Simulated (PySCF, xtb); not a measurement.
In(Me)(SMe)2 (C3H9InS2), SMILES C[S][In]([CH3])[S]C. Other conformers were not sampled.

Harmonic wavenumbers (cm⁻¹) from GFN2-xTB run with xtb 6.7.1 at its own minimum, in rising order: 40, 47, 60, 65, 66, 74, 80, 86, 137, 164, 271, 315, 419, 596, 612, 704, 712, 938, 939, 944, 944, 1169, 1311, 1314, 1424, 1427, 1429, 1440, 1444, 1455, 2972, 2985, 2993, 2997, 3002, 3006, 3019, 3038, 3038.

Problem. What does B3LYP-D3(BJ)/def2-SVP (PySCF 2.14.0) give at its own minimum? (The exact figures need the calculation; the answer reports its results.)

Solution. 14, 40, 61, 64, 68, 78, 94, 112, 162, 190, 326, 350, 491, 694, 697, 700, 723, 952, 959, 963, 970, 1176, 1334, 1337, 1429, 1432, 1452, 1456, 1456, 1457, 3041, 3046, 3047, 3141, 3142, 3149, 3151, 3152, 3165. Paired by order, the mean absolute difference is 43 cm⁻¹ and the zero-point energies are 68.2 and 70.4 kcal/mol.
